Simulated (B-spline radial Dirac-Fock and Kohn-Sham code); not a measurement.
# X-ray scattering factor of Pr⁶⁺

System: Pr⁶⁺, configuration [Kr] 4d10 4f1 5s2 5p4.

Input file task.json (cfg lists n, l and occupation; rrms is the nuclear radius in fm):

```json
{"items": [{
  "Z": 59,
  "q": 6,
  "cfg": [[1, 0, 2], [2, 0, 2], [2, 1, 6], [3, 0, 2], [3, 1, 6], [3, 2, 10], [4, 0, 2], [4, 1, 6], [4, 2, 10], [4, 3, 1], [5, 0, 2], [5, 1, 4]],
  "A": 141,
  "rrms": 4.8919,
  "do": ["scatter"],
  "s": [0.0, 0.06, 0.07, 0.09, 0.11, 0.13, 0.16, 0.2, 0.24, 0.3, 0.37, 0.46, 0.57, 0.7, 0.86, 1.06, 1.31, 1.62, 2.0, 2.46, 3.04, 3.75, 4.63],
  "pz": [0, 0.1, 0.14, 0.2, 0.28, 0.39, 0.55, 0.77, 1.1, 1.5, 2.1, 3.0, 4.2, 5.9, 8.3, 12.0, 16.0, 23.0, 32.0, 45.0, 64.0],
  "hv_scatter": [2000, 8047.8, 10000, 17479.3, 20000, 50000, 500000, 1000000]
}]}
```

Run with: `python xray_run.py task.json out`

Method: configuration-average Dirac-Fock orbitals. Computed with a radial finite-basis atomic code. f₀ is the Fourier transform of the spherical electron density, S the Waller-Hartree incoherent function, and s = sin θ/λ. The electron scattering factor follows from the Mott-Bethe formula f_e = 0.023934 Å⁻¹·(Z − f₀)/s².

```
s (Å⁻¹)      f₀       S  f_e (Å)
      0  53.000   0.000        –
   0.06  52.294   0.724   44.584
   0.07  52.045   0.972   33.969
   0.09  51.448   1.557   22.316
   0.11  50.727   2.240   16.364
   0.13  49.899   2.995   12.888
   0.16  48.496   4.214    9.821
    0.2  46.413   5.901    7.532
   0.24  44.210   7.566    6.145
    0.3  40.914   9.919    4.810
   0.37  37.342  12.388    3.786
   0.46  33.358  15.143    2.900
   0.57  29.311  18.036    2.187
    0.7  25.398  21.095    1.641
   0.86  21.654  24.544    1.209
   1.06  18.394  28.353    0.865
   1.31  15.699  32.133    0.604
   1.62  13.075  35.476    0.419
      2  10.189  38.449    0.292
   2.46   7.551  41.201    0.203
   3.04   5.731  43.805    0.138
   3.75   4.696  46.101    0.092
   4.63   3.803  48.069    0.062
```

f₀ starts at the number of electrons, 53, and has fallen to half at s ≈ 0.66 Å⁻¹. The sum of ⟨r²⟩ over the electrons is 27.11 bohr². For an ion f_e diverges as s goes to zero, because of the net charge.
